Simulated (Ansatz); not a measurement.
Input (CCSDT(Q)/cc-pV(D+d)Z; Ansatz, a program for electronic structure): A basis named .json is the Basis Set Exchange file of that set.

Ansatz 0.2 input:
```yaml
crystal:
  periodic: [false, false, false]
  atoms:
    - {symbol: F, position_ang: [-1.18261059, -0.45587354, 0.19349076]}
    - {symbol: S, position_ang: [-0.00851766, 0.42106893, -0.24933404]}
    - {symbol: F, position_ang: [1.19770611, -0.43039347, 0.15520534]}
    - {symbol: H, position_ang: [0.00042284, 1.23930015, 0.85107977]}
basis:
  gaussian:
    orbitals: cc-pV_D+d_Z.json
total_charge: 1
magnetization: {spin_polarized: false}
correlation: {method: ccsdt_q, electrons: outside_noble_gas}
```

Output:

```
Functional definition: HF
integrals: 0.03 GiB planned
1002 factors; integrals over basis functions are off by at most 1.5e-7 eV
mean field: 0.17 GiB planned
mean field evaluation 1: about -16229.2810 eV, gradient 5.3e1 eV
mean field evaluation 2: about -16229.3400 eV, gradient 5.3e1 eV
mean field evaluation 4: about -16234.2069 eV, gradient 2.5e0 eV
mean field evaluation 8: about -16234.2474 eV, gradient 2.2e-1 eV
mean field evaluation 16: about -16229.2815 eV, gradient 5.3e1 eV
mean field -16234.24786180 eV, -596.5976049526 hartree, gradient 1.7e-6 eV, S^2 0.000000; 0 other end points of the search recorded, 0 dependent functions left out
7 core orbitals not correlated
reference -16234.24786180 eV, -596.5976049526 hartree; 10, 10 occupied and 39, 39 virtual orbitals, 1002 factors
second order -13.92139878 eV of doubles, -0.00000000 eV of singles
coupled cluster: 0.69 GiB planned
cycle   1  -13.93187247 eV  change   -1.0e-2 eV  update   1.1e-1
cycle   2  -14.47079507 eV  change   -5.4e-1 eV  update   5.8e-2
cycle   3  -14.80098332 eV  change   -3.3e-1 eV  update   2.5e-2
cycle   4  -14.78357774 eV  change    1.7e-2 eV  update   8.3e-3
cycle   5  -14.76618641 eV  change    1.7e-2 eV  update   4.9e-3
cycle   6  -14.77026024 eV  change   -4.1e-3 eV  update   1.7e-3
cycle   7  -14.77197660 eV  change   -1.7e-3 eV  update   7.4e-4
cycle   8  -14.77139526 eV  change    5.8e-4 eV  update   3.2e-4
cycle   9  -14.77110735 eV  change    2.9e-4 eV  update   1.1e-4
cycle  10  -14.77128873 eV  change   -1.8e-4 eV  update   5.1e-5
cycle  11  -14.77115280 eV  change    1.4e-4 eV  update   2.4e-5
cycle  12  -14.77117072 eV  change   -1.8e-5 eV  update   1.0e-5
cycle  13  -14.77117481 eV  change   -4.1e-6 eV  update   4.3e-6
cycle  14  -14.77117215 eV  change    2.7e-6 eV  update   1.6e-6
cycle  15  -14.77117093 eV  change    1.2e-6 eV  update   8.4e-7
perturbative correction -0.03834008 eV, -0.0014089720 hartree
Total energy: -16249.05737281 eV, -597.1418444442 hartree
```
